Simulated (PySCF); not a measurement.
Several orderings of computed values.

All species are isolated and taken at one optimised geometry, non-relativistic unless stated. Electronic properties by PySCF.

The conformers computed, where there is a choice (atom-mapped SMILES and torsion angles):
- `[CH:1]#[C:2][SiH2:3][PH:4][SiH2:5][S:6][CH3:7]`: C2–Si3–P4–Si5 -52°, Si3–P4–Si5–S6 -68°, P4–Si5–S6–C7 -42°
- `[F:1][c:2]1[cH:3][cH:4][cH:5][cH:6][c:7]1-[n:8]1[n:9][cH:10][cH:11][n:12]1`: C6–C7–N8–N9 180°
- `[CH2:1]=[CH:2][S:3][CH2:4][CH2:5][CH3:6]`: C1–C2–S3–C4 2°, C2–S3–C4–C5 78°, S3–C4–C5–C6 67°
- `[CH3:1][C@@H:2]1[CH2:3][Si@H:4]([CH2:5][C:6]2=[CH:7][CH2:8]2)[O:9]1`: C3–Si4–C5–C6 -30°, Si4–C5–C6–C7 -92°
- `[CH3:1][P@@:2](=[O:3])([OH:4])[c:5]1[cH:6][cH:7][cH:8][n:9][cH:10]1`: C1–P2–C5–C6 -69°, H–O4–P2–C1 -135°
- `[CH2:1]=[CH:2][P@@H+:3]([CH3:4])/[CH:5]=[CH:6]/[CH3:7]`: C1–C2–P3–C4 125°, C2–P3–C5–C6 112°

The conformers of `C1C[P@H+]2CC[C@@H]1C2` and `C[C@@H]1SCS[C@@H]1C` aren't listed.

Problem. Rank by lowest singlet excitation, lowest first (TDDFT B3LYP/def2-SVPD at GFN2-xTB geometries).
A. `C[C@@H]1SCS[C@@H]1C`
B. `C[N+](C)(C)C`
C. `[C@H]12C[P@@H+](CC2)CC1`
D. `[SiH2](SC)P[SiH2]C#C`

Solution. A (4.62 eV), D (5.16 eV), C (7.59 eV), B (10.53 eV).

Problem. By how much do the two ends of that ranking differ?

Solution. By 5.91 eV, between `C[N+](C)(C)C` and `C[C@@H]1SCS[C@@H]1C`.

Problem. Rank by smallest rotational constant, highest first (GFN2-xTB).
A. `c1c(-n2nccn2)c(F)ccc1`
B. `C=CSCCC`
C. `C[C@@H]1C[Si@H](CC2=CC2)O1`
D. `c1ncccc1[P@](O)(C)=O`

Solution. B (1.553 GHz), C (0.886 GHz), D (0.703 GHz), A (0.555 GHz).

Problem. Give the two extremes of that set in cm⁻¹.

Solution. `Fc1ccccc1-n1nccn1`: 0.0185 cm⁻¹; `C=CSCCC`: 0.0518 cm⁻¹.

Problem. Rank by lowest triplet excitation (Tamm–Dancoff), lowest first (TDA B3LYP/def2-SVPD at GFN2-xTB geometries).
A. `C[N+](C)(C)C`
B. `C#C[SiH2]P[SiH2]SC`
C. `C1C[P@H+]2CC[C@@H]1C2`
D. `C[C@@H]1SCS[C@@H]1C`

Solution. D (4.28 eV), B (4.81 eV), C (7.41 eV), A (10.28 eV).

Problem. Give the two extremes of that set in kJ/mol.

Solution. `C[C@@H]1SCS[C@@H]1C`: 413 kJ/mol; `C[N+](C)(C)C`: 992 kJ/mol.

Problem. Rank by HOMO–LUMO gap, highest first (PBE0/pcSseg-1 at GFN2-xTB geometries).
A. `C[P@@](=O)(O)C1=CC=CN=C1`
B. `C=CSCCC`
C. `FC1=CC=CC=C1N1N=CC=N1`
D. `C[C@@H]1C[Si@H](CC2=CC2)O1`
E. `C=C[P@@H+](C)/C=C/C`

Solution. D (6.92 eV), E (6.76 eV), B (6.50 eV), A (6.21 eV), C (5.65 eV).

Problem. Rank by HOMO energy, lowest first (PBE0/pcSseg-1 at GFN2-xTB geometries).
A. `C[P@@](=O)(O)c1cccnc1`
B. `C[C@@H]1C[Si@H](CC2=CC2)O1`
C. `Fc1ccccc1-n1nccn1`
D. `C=CSCCC`

Solution. A (-7.55 eV), C (-6.96 eV), B (-6.72 eV), D (-6.22 eV).

Problem. By how much do the two ends of that ranking differ?

Solution. By 1.33 eV, between `C=CSCCC` and `C[P@@](=O)(O)c1cccnc1`.

Problem. Rank by static isotropic polarisability, lowest first (B3LYP/def2-SVPD at GFN2-xTB geometries).
A. `S(C)[SiH2]P[SiH2]C#C`
B. `C[C@@H]1SCS[C@@H]1C`
C. `C[N+](C)(C)C`
D. `[P@H+]12CC[C@H](CC1)C2`

Solution. C (52.2 au), D (78.7 au), B (98.0 au), A (136.5 au).

Problem. Give the two extremes of that set as polarisability volumes in Å³.

Solution. `C[N+](C)(C)C`: 7.73 Å³; `C#C[SiH2]P[SiH2]SC`: 20.23 Å³.
